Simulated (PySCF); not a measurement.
A structure optimised at PBE-D3(BJ)/def2-SVP, used in a PySCF frequency run:

```
C
O 1 1.3603
C 2 1.3812 1 107.29
C 3 1.3703 2 109.73 1 0.14
C 1 1.3829 2 110.60 3 0.02
N 1 1.3859 2 115.58 3 -176.47
H 6 1.0214 1 113.33 2 -160.26
H 6 1.0238 7 111.39 1 -129.23
H 3 1.0931 4 134.65 5 179.26
H 5 1.0945 1 126.73 2 -179.99
H 4 1.0959 3 126.31 9 -0.40
```

**Question.** Write its SMILES and formula.

**Answer.** Nc1ccco1, C4H5NO

**Question.** What are its rotational constants (standard atomic weights)?

**Answer.** 8.8622, 3.6655, 2.6004 GHz
